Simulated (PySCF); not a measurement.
C₂H₆ClFSi₂, SMILES F[SiH2]/C=C(/[SiH3])Cl. Geometry: B3LYP-D3(BJ)/def2-SVP. The structure was generated by enumeration; whether it is a known compound was not checked. The values are those of a single conformer.

Give the equilibrium geometry at B3LYP-D3(BJ)/def2-SVP (PySCF confirms it by a frequency run) as bond lengths and angles, and its point group. (Estimate from the structure and the level; the computed values follow.)

Several could match; the one computed here: point group Cs.
Atoms: F1 Si2 C3 C4 Si5 Cl6 H7 H8 H9 H10 H11 H12. Bonds (Å): F1–Si2 1.632, Si2–C3 1.873, Si2–H7 1.485, Si2–H8 1.485, C3–C4 1.340, C3–H9 1.098, C4–Si5 1.887, C4–Cl6 1.778, Si5–H10 1.489, Si5–H11 1.489, Si5–H12 1.489. Bond angles (°): F1–Si2–C3 106.2, F1–Si2–H7 108.0, F1–Si2–H8 108.0, C3–Si2–H7 111.5, C3–Si2–H8 111.5, H7–Si2–H8 111.3, Si2–C3–C4 124.7, Si2–C3–H9 118.5, C4–C3–H9 116.8, C3–C4–Si5 127.6, C3–C4–Cl6 118.9, Si5–C4–Cl6 113.5, C4–Si5–H10 109.3, C4–Si5–H11 108.1, C4–Si5–H12 109.3, H10–Si5–H11 110.5, H10–Si5–H12 109.2, H11–Si5–H12 110.5.
Charge 0, spin multiplicity 1.
